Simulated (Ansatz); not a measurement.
An input meant for Cr2O2 (charge 0, triplet).

```yaml
crystal:
  periodic: [false, false, false]
  atoms:
    - {symbol: Cr, position_ang: [-0.048671, 1.276545, 0.714954]}
    - {symbol: Cr, position_ang: [-0.348671, 0.976545, 0.714954]}
    - {symbol: O, position_ang: [-1.530576, -0.040143, 0.051877]}
    - {symbol: O, position_ang: [1.614486, -0.830700, -0.214415]}
basis:
  gaussian: {orbitals: "6-31G*"}
magnetization: {spin_polarized: true, initial_magnetization: 2}
hamiltonian: {xc: {name: wB97X}}
output: {forces: true}
```

```sh
$ ansatz run in.yaml --threads 4 --pin off --events-out ev --progress --plain --max-ram 3916MiB
```

It prints (some lines left out):

```
Functional definition: wB97X
910 factors; integrals over basis functions are off by at most 3.5e-4 eV
151 factors; integrals over basis functions are off by at most 2.4e-5 eV
mean field evaluation 1: about -58631.3382 eV, gradient 2.7e2 eV
mean field evaluation 2: about -54892.1118 eV, gradient 6.5e2 eV
mean field evaluation 4: about -58889.5502 eV, gradient 1.0e2 eV
mean field evaluation 8: about -58991.7727 eV, gradient 3.0e1 eV
mean field evaluation 16: about -58999.9400 eV, gradient 6.8e-1 eV
mean field evaluation 32: about -58999.9822 eV, gradient 2.4e-1 eV
mean field evaluation 64: about -58999.7667 eV, gradient 1.4e0 eV
a density is far from that of the atoms, so the factors are made again for it
1075 factors; integrals over basis functions are off by at most 2.7e-4 eV
190 factors; integrals over basis functions are off by at most 8.2e-6 eV
mean field -58999.98257767 eV, -2168.2093681047 hartree, gradient 1.1e-7 eV, S^2 2.171335; 0 other end points of the search recorded, 0 dependent functions left out
reference -58999.98254001 eV, -2168.2093667208 hartree; 33, 31 occupied and 69, 71 virtual orbitals, 1075 factors
Total energy: -58999.98254001 eV, -2168.2093667208 hartree
Atom 0 at    -0.048671     1.276545     0.714954 Å, force  8580.776679  8578.293367    -5.297039 eV/Å
Atom 1 at    -0.348671     0.976545     0.714954 Å, force -8580.587594 -8583.066571     4.001578 eV/Å
Atom 2 at    -1.530576    -0.040143     0.051877 Å, force     1.457468     2.267563     0.124080 eV/Å
Atom 3 at     1.614486    -0.830700    -0.214415 Å, force    -1.646552     2.505642     1.171381 eV/Å
Dipole moment:     0.132589     1.385523     0.645697 e Å
```

Question: Something in this input is off. What?

Answer: One atom was put on top of another. Self-consistency was reached. The result belongs to that input, not to the species as meant. The charge 0 triplet is spin-contaminated (final ⟨S²⟩ up to 2.17, 2.00 for a pure state).
